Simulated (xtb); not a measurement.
xtb input:

```bash
xtb mol.xyz --gfn 2 --ohess tight --chrg -1 --uhf 0
```
mol.xyz:
```
3

Sn    -1.03727097    -0.78320854    -0.85052654
O      0.43456558    -0.02963021     0.36094046
H      0.56231732     0.83536308     0.59025081
```

What final total energy does it print?

-6.78439 Eh (GFN2-xTB).
